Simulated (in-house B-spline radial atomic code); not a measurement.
Rb. Computed with a B-spline radial atomic code. Model: all-electron spherical atom, spin shells full or empty, radial basis limit, no spin-orbit coupling: exact exchange with a local potential (Slater, KLI or optimised effective potential, whose far tail is KLI's), no correlation.

Empty minority-spin level lies below the highest occupied level: each spin potential is zero at infinity, spin occupations fixed.

The run also made RPA and GW results, which its time includes.

The Slater potential averages the orbital exchange potentials with the orbital densities as weights, KLI adds orbital constants, and the optimised effective potential minimises the exact-exchange energy among local potentials. So their energies lie above Hartree-Fock in the order OEP, KLI, Slater. All fall off as −1/r, unlike LDA and GGA exchange.

Command:
```bash
python run_gw.py task.json out
```
Settings (nuclear radius in fm, other lengths in bohr, energies in hartree):
```
Z                      37
electrons              37
configuration          [Kr] 5s1
hamiltonian            x2c
method                 kli
lmax                   9
rms_radius             4.2036
spin_polarised         True
box_radius             40
intervals              108
ion_configuration      [Ar] 3d10 4s2 4p6
```

Cost of the run: 34 s on 1 thread of Arm Neoverse N1, with other jobs on the host.

Given: hamiltonian one-electron scalar X2C; mean-field start exchange-only KLI.

Computed: energy above Hartree-Fock 16.034 millihartree.

```
radius (bohr)  r times exchange potential up (hartree bohr)  r times exchange potential down (hartree bohr)
      0.00135                                     -0.042243                                       -0.042498
      0.00173                                     -0.054019                                       -0.054345
      0.00221                                     -0.068784                                       -0.069201
      0.00283                                      -0.08765                                       -0.088184
      0.00361                                      -0.11099                                        -0.11167
      0.00462                                      -0.14047                                        -0.14134
      0.00591                                      -0.17673                                        -0.17785
      0.00756                                       -0.2206                                        -0.22203
      0.00967                                      -0.27225                                        -0.27408
       0.0124                                      -0.33132                                        -0.33366
       0.0158                                      -0.39259                                        -0.39559
       0.0202                                             ?                                               ?
       0.0259                                      -0.50234                                        -0.50726
       0.0331                                      -0.52924                                        -0.53555
       0.0423                                      -0.52857                                        -0.53667
       0.0541                                      -0.52184                                        -0.53223
       0.0692                                      -0.57212                                        -0.58541
       0.0885                                      -0.70008                                        -0.71703
        0.113                                      -0.83699                                        -0.85858
        0.145                                      -0.91275                                        -0.94046
        0.185                                      -0.88151                                        -0.91695
        0.237                                      -0.81176                                        -0.85728
        0.303                                      -0.94624                                         -1.0044
        0.387                                       -1.1908                                          -1.265
        0.495                                       -1.3085                                         -1.4037
        0.633                                       -1.2064                                         -1.3283
        0.809                                      -0.93521                                         -1.0904
         1.04                                      -0.81894                                         -1.0178
         1.32                                      -0.95633                                         -1.2122
         1.69                                       -1.0189                                         -1.3484
         2.17                                      -0.93181                                         -1.3522
         2.77                                      -0.76114                                         -1.2742
         3.54                                      -0.69975                                         -1.1802
         4.53                                      -0.82264                                         -1.1071
         5.79                                      -0.92443                                          -1.061
         7.41                                             ?                                               ?
         9.47                                      -0.99513                                         -1.0187
```

What belongs in the row 0.0202?

r times exchange potential up (hartree bohr): -0.45272; r times exchange potential down (hartree bohr): -0.45655.

What belongs in the row 7.41?

r times exchange potential up (hartree bohr): -0.97623; r times exchange potential down (hartree bohr): -1.0339.

| occupied | level (hartree) | Hartree-Fock level (hartree) |
| --- | --- | --- |
| 1s up | -551.62 | -561.79 |
| 1s down | -551.81 | -561.79 |
| 2s up | -73.768 | -77.468 |
| 2s down | -73.96 | -77.468 |
| 2p up | -65.412 | -68.482 |
| 2p down | -65.603 | -68.482 |
| 3s up | -11.093 | -12.556 |
| 3s down | -11.285 | -12.555 |
| 3p up | -8.4014 | -9.5788 |
| 3p down | ? | ? |
| 3d up | -3.9416 | -4.6404 |
| 3d down | ? | ? |
| 4s up | -1.1944 | -1.5678 |
| 4s down | -1.3871 | -1.5637 |
| 4p up | -0.61379 | -0.80864 |
| 4p down | -0.80417 | -0.80711 |
| 5s up | -0.1407 | -0.14029 |

What belongs in the row 3p down?

level (hartree): -8.5934; Hartree-Fock level (hartree): -9.5784.

What belongs in the row 3d down?

level (hartree): -4.1337; Hartree-Fock level (hartree): -4.6402.

```
  empty  level (hartree)
5s down         -0.22072
4d down          -0.1432
5p down         -0.12874
  5p up        -0.090695
6s down                ?
  4d up        -0.060263
  6s up        -0.059377
```

What belongs in the row 6s down?

level (hartree): -0.07256.

The highest level, 5s up, differs from Hartree-Fock by -0.011 eV and the deepest, 1s down, by +271 eV: a local potential can match the highest level but can't give each shell its own exchange.
